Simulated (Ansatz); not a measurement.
Interaction energy ladder

The pair of K⁺ (SMILES [K+], atom 1) and HF (SMILES F, atoms 2–3), both closed shells, in one local arrangement (a lower one may exist), relaxed at PBE0-D4/def2-TZVP:

K1  (0.042, 0.058, -2.024)
F2  (-0.011, -0.015, 0.549)
H3  (-0.031, -0.043, 1.475)
(Å)

Computed with Ansatz 0.2.0 (basis: def2-TZVPPD, with def2-QZVPPD for the basis limit); correlated methods freeze the cores. The outer core shell of Li, Na, Mg and K is correlated. The def2 sets are not built for correlating such inner shells, so the correlated values are less sure here. B3LYP uses VWN-RPA correlation. Extrapolation: Hartree–Fock as exp(−7.88 √X), correlation as X^−2.97. Interaction energies count from these two fragments, frozen as in the pair, with the counterpoise correction; negative means bound.

What is the interaction energy by CCSD(T) at an estimated basis limit (MP2 extrapolated from triple and quadruple zeta, plus CCSD(T) − MP2 in triple zeta)? (Judge from chemistry; the value comes from the calculation.)

The calculation gives: -51.8 kJ/mol. Hartree–Fock alone gives -50.9 kJ/mol at the basis limit. It counts from the two fragments frozen as in the pair.

The same quantity by other methods in triple zeta, and each one's difference from that estimate:
```csv
method,E_int (kJ/mol),difference
PBE-D4,-50.3,1.5
revPBE-D4,-46.5,5.3
BLYP-D4,-49.7,2.1
r2SCAN-D4,-51.8,0.0
B97M-V,-51.3,0.5
PBE0-D4,-51.8,0.0
B3LYP-D4,-52.2,-0.4
HSE06-D4,-51.8,0.0
wB97X-V,-51.7,0.2
wB97M-V,-51.6,0.2
B2PLYP,-50.6,1.2
HF,-50.5,1.3
MP2,-49.5,2.3
CCSD,-49.4,2.4
CCSD(T),-49.1,2.7
```
Differences are method less estimate.

Which atoms make the shortest contact between the fragments?

K1 and F2, 2.58 Å apart.

Basis-set superposition shift (counterpoise-corrected less uncorrected): CCSD(T) 3.4; MP2 3.1; HF 0.3; PBE0-D4 0.7; wB97M-V 0.6 kJ/mol.

No T1 diagnostic of these runs exceeds 0.011.

For scale, one of the runs: CCSD(T)/def2-TZVPPD, 93 basis functions, launched by `ansatz run in.yaml --threads 2 --pin off --events-out ev --progress --plain --max-ram 5222MiB`. Hardware: 2 CPU threads of an Arm Neoverse V1, shared host. Wall time about 1.3 s.
